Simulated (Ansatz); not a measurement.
Calculated with Ansatz (gas phase, PBE0-D4/def2-TZVP geometries, no zero-point term in ΔE). CBS: MP2 limit from def2 TZ/QZ plus the TZ coupled-cluster correction, frozen cores. DFT in def2-TZVPP. B3LYP here is the variant with VWN-RPA as its local correlation; programs differ in this. For Ge outer-core shells are correlated without core-valence functions, which leaves a few kJ/mol of doubt a bond. Scalar relativity is left out up to krypton. Each species was taken in one conformer, which may not be the lowest.

`F[SiH2]S[SiH2]Cl` + `[OH][GeH3]` → `F[SiH2][O][GeH3]` + `S[SiH2]Cl`  (ligand exchange at the Si–S bond)

| level | ΔE (kJ/mol) | difference from CCSD(T)/CBS |
| --- | --- | --- |
| r2SCAN-D4 | -56.2 | 4.5 |
| B2PLYP | -66.6 | -5.9 |
| PBE | -47.4 | 13.3 |
| PBE0 | -52.6 | 8.1 |
| B3LYP | -67.5 | -6.8 |
| CCSD/def2-TZVPP | -69.2 | -8.5 |
| SCS-MP2/def2-QZVPP | -65.5 | -4.8 |
| HF/CBS(def2) | -87.6 | -26.9 |
| MP2/CBS(def2) | -56.6 | 4.1 |
| CCSD/CBS(def2) | -65.0 | -4.3 |
| CCSD(T)/CBS | -60.7 | 0 |

Largest T1 diagnostic among the species: 0.012.

In def2-TZVPP, CCSD(T) changes the Hartree–Fock value by +20.6 kJ/mol (the triples alone add +4.2 kJ/mol) and MP2 by +24.7 kJ/mol. The D4 term adds +5.7 kJ/mol with B3LYP and +3.1 kJ/mol with PBE0; it sums over pairs of atoms, weighted by their polarisabilities, and B3LYP, whose exchange is more repulsive, gets the larger term.
